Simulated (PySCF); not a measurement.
**Zirconium: a sound run and one with changed settings**

Sound run: Zr [Kr] 4d2 5s2, Zr⁺ [Kr] 4d2 5s1. All numbers are calculated (PySCF 2.14, the spin-free X2C one-electron Hamiltonian (Gaussian nucleus), in x2c-TZVPall). The sound run starts from symmetry-adapted Hartree-Fock orbitals and uses a fine grid where one is needed.

Changed run: radial step 0.3 in ln r (0.13 in the sound run). This setting is unsound on purpose.

```csv
species,method,sound run (hartree),changed run (hartree),converged
Zr,UHF,-3596.18329,-3596.18329,yes
Zr,PBE0,-3597.91142,-3597.91227,yes
Zr,LDA,-3593.78021,-3593.77914,yes
Zr⁺,UHF,-3595.99266,-3595.99266,yes
Zr⁺,PBE0,-3597.68045,-3597.68125,yes
Zr⁺,LDA,-3593.53299,-3593.53192,yes
```

Ionisation energy of Zr:

| method | sound run (eV) | changed run (eV) |
| --- | --- | --- |
| UHF | 5.187 | 5.187 |
| PBE0 | 6.285 | 6.286 |
| LDA | 6.727 | 6.727 |

A coarse radial grid mis-integrates the density and the exchange-correlation energy, with errors of either sign; Hartree-Fock needs no grid.

For comparison, NIST gives 6.634 eV between the lowest levels.
